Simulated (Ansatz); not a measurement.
Molecular dynamics of H3C4S4N

The input (input.yaml):

```yaml
accuracy: low
crystal:
  lattice:
    - [9.185058, 0.0, 0.0]
    - [0.0, 9.185058, 0.0]
    - [0.0, 0.0, 9.185058]
  atoms:
    - { symbol: C, position: [0.06943227, 0.51346664, 0.81982171] }
    - { symbol: C, position: [0.10834564, 0.3652114, 0.85515724] }
    - { symbol: "N", position: [0.13727886, 0.24629568, 0.88358152] }
    - { symbol: H, position: [0.01705596, 0.56472676, 0.91331408] }
    - { symbol: H, position: [0.16586892, 0.57683856, 0.79151979] }
    - { symbol: H, position: [-0.00571528, 0.5148175, 0.72788543] }
    - { symbol: C, position: [0.42094216, 1.04259917, 0.68199788] }
    - { symbol: C, position: [0.36590282, 0.90046079, 0.72006977] }
    - { symbol: "N", position: [0.31890268, 0.78834354, 0.75168118] }
    - { symbol: H, position: [0.39701684, 1.11969734, 0.76917262] }
    - { symbol: H, position: [0.53805079, 1.03721521, 0.66414589] }
    - { symbol: H, position: [0.36880215, 1.08015475, 0.5822253] }
    - { symbol: C, position: [0.75040835, 0.2314671, 0.9038744] }
    - { symbol: C, position: [0.64250913, 0.20186502, 1.01468832] }
    - { symbol: "N", position: [0.55739498, 0.1766493, 1.10360097] }
    - { symbol: H, position: [0.73550495, 0.34071008, 0.85939242] }
    - { symbol: H, position: [0.85926258, 0.22287691, 0.95034951] }
    - { symbol: H, position: [0.74236821, 0.15231931, 0.81539411] }
    - { symbol: S, position: [0.74996197, 0.86470755, 0.17242373] }
    - { symbol: C, position: [0.83290139, 0.7194502, 0.19708069] }
    - { symbol: S, position: [0.91373533, 0.57319739, 0.22491979] }
    - { symbol: S, position: [0.2571281, 0.40853106, 0.3362717] }
    - { symbol: C, position: [0.38476029, 0.5178505, 0.35097748] }
    - { symbol: S, position: [0.51333797, 0.62649873, 0.36313272] }
    - { symbol: S, position: [0.12803558, 0.86036755, 0.43121102] }
    - { symbol: C, position: [0.19132285, 0.86010623, 0.27416508] }
    - { symbol: S, position: [0.25464361, 0.86022758, 0.11757128] }
    - { symbol: S, position: [0.97956946, 0.92116632, 0.81316282] }
    - { symbol: C, position: [0.85804322, 0.8343957, 0.73466036] }
    - { symbol: S, position: [0.73705245, 0.74695823, 0.65445924] }
    - { symbol: S, position: [0.53265253, 0.59184037, 0.9864333] }
    - { symbol: C, position: [0.49283822, 0.50779787, 0.84612456] }
    - { symbol: S, position: [0.45289781, 0.42613403, 0.70340645] }
    - { symbol: S, position: [0.97446276, 0.18365276, 0.2352708] }
    - { symbol: C, position: [0.86642111, 0.21300403, 0.3617412] }
    - { symbol: S, position: [0.75877663, 0.24462602, 0.48841805] }
basis:
  ecutwfc: 500.0
kpoints:
  mp_grid: { grid: [1, 1, 1] }
hamiltonian:
  xc: r2scan
  dispersion: d3bj
scf:
  occupations: { method: fermi_dirac, width: 0.02 }
  lower_state_search: "off"
md:
  timestep: 0.75
  n_steps: 60
  ensemble: nvt_langevin
  temperature: 400.0
  initial_velocities: maxwell_boltzmann
  seed: 448814
  friction: 0.02
```

Launched with:

```bash
$ ansatz run input.yaml --threads 2 --pin off --max-ram 5120MiB --backend cpu --events-out ev --progress --plain --runs-dir out
```

It starts from a partly relaxed structure (largest force component 0.12 eV/Å).

Output, in part (step lines):

```
md step     0: t =     0.00 fs  T =   388.9 K  F+E_penalty+E_count = -15183.56907644 eV  E_kin = 1.809640 eV  (11 SCF iters)
[... lines left out ...]
```

The steps, from the saved trajectory:

```
time (fs)  T (K)  potential energy less start (eV)
      0.0    389                             0.000
      1.5    347                             0.204
      3.0    291                             0.527
      4.5    299                             0.607
      6.0    310                             0.617
      7.5    261                             0.736
      9.0    258                             0.646
     10.5    327                             0.417
     12.0    302                             0.473
     13.5    260                             0.740
     15.0    260                             0.853
     16.5    275                             0.796
     18.0    255                             0.908
     19.5    239                             1.063
     21.0    307                             0.842
     22.5    349                             0.752
     24.0    326                             0.950
     25.5    308                             1.142
     27.0    324                             1.094
     28.5    336                             1.029
     30.0    299                             1.142
     31.5    316                             1.003
     33.0    389                             0.769
     34.5    375                             0.892
     36.0    346                             1.061
     37.5    353                             1.031
     39.0    379                             0.889
     40.5    383                             0.980
     42.0    355                             1.106
     43.5    397                             0.812
     45.0    409                             0.755
```

All steps were run. The mean temperature of the second half is 12 % below the set value. A run of 0.045 ps of so small a system gives no equilibrium averages. Limits of this set-up: coarse k mesh, low accuracy level.

Mean squared displacements from the first frame to the last, about the centre of mass: C 0.03 Å², N 0.07 Å², H 0.37 Å², S 0.03 Å².

Last frame:

```xyz
36
Lattice="9.1851 0.0000 0.0000 0.0000 9.1851 0.0000 0.0000 0.0000 9.1851" Properties=species:S:1:pos:R:3
C 0.893 4.706 7.560
C 1.154 3.363 8.038
N 1.315 2.277 8.373
H -0.140 4.992 7.920
H 1.678 5.398 7.944
H 0.969 4.687 6.439
C 4.054 9.429 6.289
C 3.341 8.189 6.473
N 2.823 7.200 6.788
H 3.558 10.233 6.827
H 5.111 9.428 6.584
H 4.023 9.705 5.257
C 6.738 2.146 8.204
C 5.711 2.031 9.239
N 4.922 1.859 10.078
H 6.473 2.853 7.431
H 7.732 2.323 8.722
H 6.707 1.134 7.734
S 6.926 7.839 1.730
C 7.694 6.508 1.923
S 8.446 5.196 2.088
S 2.368 3.710 3.212
C 3.580 4.638 3.181
S 4.773 5.691 3.297
S 1.192 7.959 3.945
C 1.719 7.867 2.510
S 2.250 7.735 1.095
S 9.144 8.424 7.204
C 7.868 7.778 6.590
S 6.652 6.969 6.000
S 4.856 5.493 9.030
C 4.494 4.673 7.768
S 4.246 3.704 6.567
S 8.934 1.842 2.058
C 7.981 2.036 3.259
S 6.991 2.207 4.436
```

Run time: 19 min on 2 threads of Arm Neoverse V1 (shared host), peak memory 1.3 GiB.
